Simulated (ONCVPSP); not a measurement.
**Te, ONCV: configuration errors across variants**

| Property | Result |
| --- | --- |
| Element | Te (Z = 52) |
| Generator | ONCVPSP 4.0.1 |
| Type | optimised norm-conserving Vanderbilt (ONCV) |
| Functional | BLYP |
| Relativity | fully relativistic |
| Frozen core | [Ar] 3d10 4s2 |
| Valence charge | 22 |
| Reference configuration | 4p6 4d10 5s2 5p4 |
| Partial waves | 5s: rc 1.60 bohr, ncon 5, nbas 9, qcut 3.2 1/bohr, 2 projectors, debl 1.7 Ha; 4p+5p: rc 1.55 bohr, ncon 4, nbas 7, qcut 11.1 1/bohr, 3 projectors, debl 0.3 Ha; 4d: rc 1.00 bohr, ncon 4, nbas 7, qcut 8.9 1/bohr, 2 projectors, debl 2.3 Ha |
| Local potential | polynomial inside 1.00 bohr (lpopt 5, dvloc0 3 Ha) |
| Core correction | polynomial model core, fcfact 0.45 |

Open shells are filled in proportion to 2j + 1.

All-electron excitation energies from the reference (eV): (1) 4p6 4d10 5s2 5p3 9.599; (2) 4p6 4d10 5s2 5p2 27.434; (3) 4p6 4d10 5s2 5p1 54.324; (4) 4p6 4d10 5s2 5p0 90.924.

1 further variants failed, have other tests or another functional or relativity, and are left out.

A true bound ghost makes a file unfit for plane-wave use even where its test errors are small: the radial tests pick states by their node count and pass the ghost by.

Errors AE − PS in meV (a dash: test not solved or not reliable):

| change | (1) | (2) | (3) | (4) | bound ghosts | GHOST(+) flags above zero |
| --- | --- | --- | --- | --- | --- | --- |
| base | -0.1 | -2.2 | -8.8 | -23 | s, d3/2 | s, d5/2 |
| core correction polynomial model core, fcfact 0.48 | -0.1 | -2.2 | -8.8 | -23 | s, d3/2 | s, d5/2 |
| d: nproj 1 | -0.1 | -2.2 | -8.6 | -23 | s | s |
| d: nbas 9 | -0.1 | -2.2 | -8.7 | -23 | s | s, d5/2 |
| s: qcut 3.8; p: qcut 13.3; d: qcut 10.7 | -0.3 | -2.7 | -8.9 | -21 | s, p3/2, p1/2 | s |

Problem. Give the same row for: d: qcut 7.2.

Solution. -0.1, -2.3, -9.0, -24; bound ghosts: s; GHOST(+) flags above zero: s, d3/2.
